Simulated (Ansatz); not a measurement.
```xyz
12

B    -0.6765    0.2167   -1.3588
B     0.4764    0.6751   -0.4478
C     1.5590    0.9827    0.5751
Si   -1.0638   -1.0529    0.2951
H    -0.4399   -0.5887   -2.2225
H    -1.6909    0.8625   -1.4067
H     1.1188    1.1934    1.5557
H     2.2016    0.1024    0.6958
H     2.1832    1.8284    0.2777
H     0.0145   -2.0242    0.6428
H    -2.2413   -1.8323   -0.1693
H    -1.4412   -0.3630    1.5630
```

The species carries charge 0 and has multiplicity 1. The bonds changed during the relaxation, so this is another structure than the one it started from.

Q: List the PBE0/def2-TZVPP orbital energies in eV (the Gaussian-basis code of Ansatz). (Estimate.)

A: Ansatz gave: Occupied: -1802.44, -278.60, -185.79, -182.82, -144.77, -99.43, -99.42, -99.41, -20.86, -16.29, -13.66, -12.49, -12.40, -12.21, -10.09, -10.00, -9.02, -8.97, -7.24. Lowest empty: -1.53, -0.80, 0.41, 1.12, 1.57, 1.77, 2.30, 2.66.
